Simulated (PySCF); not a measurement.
H7Si3, charge +1, multiplicity 1.

```xyz
10

Si     0.4721     1.8355     0.0000
Si    -1.0228     0.0648     0.0000
Si     0.4955    -1.8105     0.0000
H      1.0967     2.3793     1.2335
H      1.0967     2.3793    -1.2335
H     -1.8053     0.1849    -1.2566
H     -1.8053     0.1849     1.2566
H     -0.4358    -2.9680     0.0000
H      1.3136    -1.7089    -1.2338
H      1.3136    -1.7089     1.2338
```
Charge +1, spin multiplicity 1.

Geometry: B3LYP-D3(BJ)/def2-SVP. The multiplicity is an assumed one; other spin states were not compared. The isomer is the one that the SMILES or the coordinates give; other isomers of the formula were not compared.

Method: KT2/pcSseg-1 in PySCF. Non-relativistic, no solvent.

Computed absolute GIAO shielding of each atom: isotropic value and principal components (ppm):
```json
[
 {"atom": "Si1", "σ(iso)": "-121.5", "σ11": "-698.6", "σ22": "-81.3", "σ33": "415.4", "span": "1114.0"},
 {"atom": "Si2", "σ(iso)": "401.2", "σ11": "285.6", "σ22": "441.9", "σ33": "476.0", "span": "190.4"},
 {"atom": "Si3", "σ(iso)": "460.3", "σ11": "428.7", "σ22": "468.6", "σ33": "483.5", "span": "54.8"},
 {"atom": "H4", "σ(iso)": "21.4", "σ11": "16.7", "σ22": "22.8", "σ33": "24.7", "span": "8.1"},
 {"atom": "H5", "σ(iso)": "21.4", "σ11": "16.7", "σ22": "22.8", "σ33": "24.7", "span": "8.1"},
 {"atom": "H6", "σ(iso)": "26.0", "σ11": "23.0", "σ22": "23.6", "σ33": "31.4", "span": "8.3"},
 {"atom": "H7", "σ(iso)": "26.0", "σ11": "23.0", "σ22": "23.6", "σ33": "31.4", "span": "8.3"},
 {"atom": "H8", "σ(iso)": "26.2", "σ11": "23.1", "σ22": "24.1", "σ33": "31.5", "span": "8.4"},
 {"atom": "H9", "σ(iso)": "27.0", "σ11": "23.3", "σ22": "25.2", "σ33": "32.6", "span": "9.3"},
 {"atom": "H10", "σ(iso)": "27.0", "σ11": "23.3", "σ22": "25.2", "σ33": "32.6", "span": "9.3"}
]
```
